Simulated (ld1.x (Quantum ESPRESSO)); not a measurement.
B: excitation energies, all-electron against TM

* Element: B (Z = 5)
* Generator: ld1.x (Quantum ESPRESSO) 7.5
* Type: norm-conserving Troullier–Martins (Kleinman–Bylander form)
* Functional: PBE
* Relativity: scalar-relativistic
* Frozen core: [He]
* Valence charge: 3
* Reference configuration: 2s2 2p1
* Partial waves: 2p (bound): rc 2.20 bohr; 2s (bound): rc 1.05 bohr
* Local potential: the s channel
* Core correction: none

Energies are relative to the spin-unpolarised reference configuration 2s2 2p1; without spin polarisation the order of configurations can differ from experiment.

| valence configuration | charge | ΔE all-electron (eV) | error AE − PS (meV) |
| --- | --- | --- | --- |
| 2s2 2p0 | +1 | 8.220 | +36 |
| 2s1 2p0 | +2 | 33.642 | +134 |
| 2s2 2p0.5 | +0.5 | 2.887 | +4.7 |
| 2s1 2p1 | +1 | 14.361 | -11 |
| 2s2 2p1.3 | -0.3 | -0.738 | +0.4 |
| 2s1 2p2 | 0 | 5.851 | +7.6 |

(1) What are ΔE and the potential's error for 2s0 2p3?

Results:

(1) ΔE = 11.721 eV all-electron; the error (AE − PS) is +23 meV.
